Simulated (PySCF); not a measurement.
SiHBr, SMILES [SiH]Br (connectivity only; charge and spin as stated), neutral, multiplicity 1. Atoms are numbered in the order given.

```xyz
3

Si     0.1085     1.5811     0.0000
H     -1.4042     1.7667     0.0000
Br    -0.0033    -0.6829     0.0000
```
Charge 0, spin multiplicity 1.

The structure is a stationary point at B3LYP-D3(BJ)/def2-TZVP.

All values below come from M06-2X/def2-TZVPD in PySCF.

ESP charges are fitted to the potential on shells at 1.4 to 2.0 van der Waals radii. Atomic charges (e):

| atom | ESP fit | IAO |
|---|---|---|
| Si1 | 0.14 | 0.37 |
| H2 | -0.01 | -0.13 |
| Br3 | -0.13 | -0.24 |
